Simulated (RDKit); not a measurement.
Input for RDKit: UFF on BH3 (SMILES B).

```python
from rdkit import Chem
from rdkit.Chem import AllChem, rdDetermineBonds

blocks = [
'''4

B    -0.09690052    0.04823511    0.76958152
H     0.66586511    0.92707271    0.45072728
H     0.20388965   -1.03112788    0.32200633
H    -1.25567332    0.33332979    0.59124895
''',
]
mol = None
for b in blocks:
    f = Chem.MolFromXYZBlock(b)
    rdDetermineBonds.DetermineBonds(f, charge=0)
    mol = f if mol is None else Chem.CombineMols(mol, f)
Chem.SanitizeMol(mol)
print(Chem.MolToSmiles(Chem.RemoveHs(mol)))
ff = AllChem.UFFGetMoleculeForceField(mol, vdwThresh=100.0, ignoreInterfragInteractions=False)
e = ff.CalcEnergy()
print(f'UFF energy {e:.6f} kcal/mol')
```

The log:

```
B
UFF energy 1.480097 kcal/mol
```

The run finished.

Cost: about 0.04 core-seconds (a rough figure).
